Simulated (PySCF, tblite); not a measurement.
Compound: C6H6F2.
Geometry (GFN2-xTB, Å), atoms numbered from 1 in this order:
```xyz
14
C6H6F2 angstrom
F      0.4028    2.6189   -0.5988
C      0.1770    1.3344   -0.2400
C     -0.9577    0.9870    0.3424
C     -1.2581   -0.4306    0.6959
C     -0.2905   -1.3934    0.0902
C      0.8342   -1.0316   -0.5049
C      1.2930    0.3936   -0.5693
F      2.3318    0.5652    0.3553
H     -1.7083    1.7326    0.5563
H     -2.2751   -0.6761    0.3740
H     -1.2438   -0.5487    1.7859
H     -0.5619   -2.4377    0.1511
H      1.5146   -1.7598   -0.9195
H      1.7413    0.6455   -1.5406
```

Theory: CAM-B3LYP/def2-SVPD in PySCF (dipole) on a GFN2-xTB geometry, gas phase.

Take the most abundant isotopes and a rigid rotor. The values belong to one conformer with, in the numbering `[F:1][C:2]1=[CH:3][CH2:4][CH:5]=[CH:6][C@@H:7]1[F:8]`, C2–C3–C4–C5 -11°, C3–C4–C5–C6 11°, C5–C6–C7–F8 104°, F1–C2–C7–C6 -164°.

Problem. What are A, B and C (MHz)?

Solution. Ia = 178.08, Ib = 235.52, Ic = 365.29 u·Å²; 505379 MHz·u·Å²/I gives A = 2838, B = 2146, C = 1384 MHz.

Problem. Classify the top.

Solution. An asymmetric top. Ray's parameter κ = (2B − A − C)/(A − C) = 0.048; −1 is the prolate and +1 the oblate limit.

Problem. Is it planar, by Δ = Ic − Ia − Ib?

Solution. Not planar: Δ = Ic − Ia − Ib = -48.31 u·Å². For a rigid frame Δ = −2 Σ m c², so Σ m c² = 24.16 u·Å² lies off the ab plane: 4.82 from hydrogen and 19.33 from heavier atoms. The atom farthest from that plane is 1.44 Å away.

Problem. Give the other two planar moments, Paa and Pbb, and the rms extents of the mass along the axes.

Solution. Paa = Σ m a² = (Ib + Ic − Ia)/2 = 211.36 and Pbb = Σ m b² = (Ia + Ic − Ib)/2 = 153.93 u·Å². With the mass M = 116.04 u, the rms extents √(P/M) along a, b and c are 1.35, 1.15, 0.46 Å.

Problem. Where do the levels up to J = 5 lie, in K?

Solution. Above 0(0,0), as E/k:
J = 1: 1(0,1) 0.169, 1(1,1) 0.203, 1(1,0) 0.239
J = 2: 2(0,2) 0.490, 2(1,2) 0.505, 2(1,1) 0.615, 2(2,1) 0.714, 2(2,0) 0.732
J = 3: 3(0,3) 0.944, 3(1,3) 0.949, 3(1,2) 1.162, 3(2,2) 1.222, 3(2,1) 1.294, 3(3,1) 1.489, 3(3,0) 1.496
J = 4: 4(0,4) 1.528, 4(1,4) 1.529, 4(1,3) 1.858, 4(2,3) 1.885, 4(2,2) 2.049, 4(3,2) 2.191, 4(3,1) 2.228, 4(4,1) 2.533, 4(4,0) 2.535
J = 5: 5(0,5) 2.243, 5(1,5) 2.243, 5(1,4) 2.684, 5(2,4) 2.693, 5(2,3) 2.976, 5(3,3) 3.060, 5(3,2) 3.168, 5(4,2) 3.419, 5(4,1) 3.433, 5(5,1) 3.847, 5(5,0) 3.848
Those of J = 1 are B + C, A + C and A + B.

Problem. Which types of transition are allowed, and where do some lines up to J = 2 fall?

Solution. The dipole components are |μa| = 3.02 D, |μb| = 1.10 D, |μc| = 0.95 D. Intensities carry the squares of the components, which stand as 1.00 : 0.13 : 0.10 (a : b : c). Some lines, for components of 0.1 D or more:

| type | branch | J(Ka,Kc) | MHz | lower level (cm⁻¹) |
| --- | --- | --- | --- | --- |
| c | Q | 2(1,2) ← 2(0,2) | 303 | 0.341 |
| c | Q | 1(1,1) ← 1(0,1) | 692 | 0.118 |
| a | Q | 1(1,0) ← 1(1,1) | 762 | 0.141 |
| b | Q | 1(1,0) ← 1(0,1) | 1454 | 0.118 |
| c | Q | 2(2,1) ← 2(1,1) | 2076 | 0.427 |
| a | Q | 2(1,1) ← 2(1,2) | 2287 | 0.351 |
| b | Q | 2(2,0) ← 2(1,1) | 2450 | 0.427 |
| b | Q | 2(1,1) ← 2(0,2) | 2590 | 0.341 |
| a | R | 1(0,1) ← 0(0,0) | 3529 | 0.000 |
| b | Q | 2(2,1) ← 2(1,2) | 4363 | 0.351 |
| c | R | 1(1,0) ← 0(0,0) | 4984 | 0.000 |
| b | R | 2(0,2) ← 1(1,1) | 5993 | 0.141 |
| a | R | 2(1,2) ← 1(1,1) | 6296 | 0.141 |
| a | R | 2(0,2) ← 1(0,1) | 6685 | 0.118 |
| b | R | 2(1,2) ← 1(0,1) | 6988 | 0.118 |
| c | R | 2(1,1) ← 1(0,1) | 9275 | 0.118 |
| b | R | 2(2,1) ← 1(1,0) | 9897 | 0.166 |
| c | R | 2(2,1) ← 1(1,1) | 10660 | 0.141 |
| b | R | 2(2,0) ← 1(1,1) | 11033 | 0.141 |

Its GFN2-xTB frequencies are all real (lowest 45 cm⁻¹). Zero-point vibration and centrifugal distortion are left out.

Time: 46 s of wall time. Hardware: Arm Neoverse V2, one thread, shared host. This is the CAM-B3LYP/def2-SVPD job that gave the dipole, with the excitations it also computed.
